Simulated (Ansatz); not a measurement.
Start from `C=C(S)S` and change one atom or group to get `C=[C]([AlH2])S`.

Ansatz, PBE0-D4/def2-TZVP geometries, multiplicity 1. Each molecule was computed in one conformer, which needn't be the lowest.

| property | `C=C(S)S` |
| --- | --- |
| LUMO energy (PBE0/def2-TZVPP) / eV | -0.48 |
| HOMO–LUMO gap (PBE0/def2-TZVPP) / eV | 6.12 |
| LUMO energy (B3LYP/def2-TZVPP) / eV | -0.69 |
| HOMO energy (ωB97M-V/def2-TZVPP) / eV | -8.70 |
| size of the dipole moment (PBE/def2-TZVPP) / D | 1.14 |
| size of the dipole moment (B3LYP/def2-TZVPP) / D | 1.17 |

**Question.** Give the same properties after the change, and the shifts. (Best estimate.)

**Answer.** Computed: 
| property | `C=[C]([AlH2])S` | shift |
| --- | --- | --- |
| LUMO energy (PBE0/def2-TZVPP) / eV | -1.83 | -1.35 |
| HOMO–LUMO gap (PBE0/def2-TZVPP) / eV | 4.73 | -1.39 |
| LUMO energy (B3LYP/def2-TZVPP) / eV | -2.03 | -1.34 |
| HOMO energy (ωB97M-V/def2-TZVPP) / eV | -8.66 | 0.04 |
| size of the dipole moment (PBE/def2-TZVPP) / D | 0.62 | -0.52 |
| size of the dipole moment (B3LYP/def2-TZVPP) / D | 0.71 | -0.46 |

The zero-point energy changes by 9.5 kJ/mol with +3 modes. Dipoles are sizes alone; their direction can turn.

B3LYP here is the variant with VWN-RPA as its local correlation; programs differ in this.
